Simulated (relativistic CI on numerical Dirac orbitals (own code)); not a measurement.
## One change at a time: Gd26+

Base calculation: Dirac-Coulomb-Breit CI, KLI orbitals optimised for each configuration, model QED (radiative potential, 1s self-energy scaled to tabulated hydrogen-like ionisation energies), unscaled Slater integrals.

Configuration list (outside the closed core [Ar] 3d10): 4s2 4p6 4d2, 4s2 4p5 4d3, 4s2 4p6 4d 4f, 4s 4p6 4d3, 4s2 4p5 4d2 4f, 4s 4p6 4d2 4f, 4s2 4p6 4d 5s, 4s2 4p6 4f 5s, 4s2 4p6 4d 5p, 4s2 4p6 4f2, 4s2 4p5 4f3, 4s 4p6 4f3, 4s2 4p6 4f 5p, 4s2 4p5 4f2 5p, 4s 4p6 4f2 5p. Double excitations out of closed p, d and f shells are left out; levels of such configurations are missing from the list, as are those of other unlisted configurations, and high levels can miss mixing partners.

Variants: (1) valence Slater integrals scaled by 0.9; (2) QED terms removed; (3) one mean potential for all configurations. Shifts of the energy above 4s2 4p6 4d2 3F_2, in cm⁻¹, for the lowest level and the first level of each name with at least 55 % of one term (blank where a level changes its place among those of its configuration and J or its character, or is not in the variant):

| Level | Base | Δ(1) | Δ(2) | Δ(3) |
| --- | --- | --- | --- | --- |
| 4s2 4p6 4d2 3F_2 | 0 | 0 | 0 | 0 |
| 4s2 4p6 4d2 3P_0 | 50303 | -4081 | -17 | -9 |
| 4s2 4p6 4d2 3F_3 | 57572 | +568 | -171 | +5 |
| 4s2 4p6 4d2 3F_4 | 87093 | -1476 | -196 | 0 |
| 4s2 4p6 4d2 3P_1 | 90922 | -2426 | -165 | -2 |
| 4s2 4p6 4d2 1G_4 | 140041 | -1903 | -320 | 0 |
| 4s2 4p6 4d2 1S_0 | 227081 | -10925 | -323 | -20 |
| 4s2 4p5 4d3 5D°_0 | 976290 | +3969 | +666 | -103 |
| 4s2 4p5 4d3 3P°_0 | 1053712 | -1251 | +604 | -113 |
| 4s2 4p5 4d3 3I°_7 | 1116966 | +72 | +398 | -112 |
| 4s2 4p5 4d3 3D°_1 | 1148017 | -2664 | +373 | -158 |

At this charge energies of transitions that change n are usually good to better than 1 %, and those within a shell (Δn = 0) to a few per cent. Terms inside the open d or f shell come out 10 to 20 % too wide with unscaled integrals.

Ionisation energy from the two ground configurations alone: base 895.278 eV; valence Slater integrals scaled by 0.9 895.062 eV. The NIST ASD value (theoretical) is 895 eV.

LS names give the leading component of a level, which can be under half, so a name can repeat, a term be missing and a line seem to break the LS rules.
